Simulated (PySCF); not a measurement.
Correlation energy of Au²⁺ (gold, charge +2)

[Xe] 4f14 5d8 6p1, one real determinant (an excited configuration). All numbers are calculated (PySCF 2.14, a scalar-relativistic core potential, in aug-cc-pVTZ-PP with ECP60MDF). Frozen: 5s2 5p6; 9 electrons correlated.

MP2 pair energies summed by pair of shells (mhartree):

| pair | energy | share (%) |
| --- | --- | --- |
| 5d-5d | -199.42 | 85.7 |
| 5d-6p | -33.24 | 14.3 |

Total MP2 correlation energy: -232.65 mhartree.

Same-spin part -88.11 and opposite-spin part -144.54 mhartree; SCS-MP2 scales them by 1/3 and 6/5 to -202.82 mhartree.

The reference is one real determinant that mixes LS terms of this configuration.
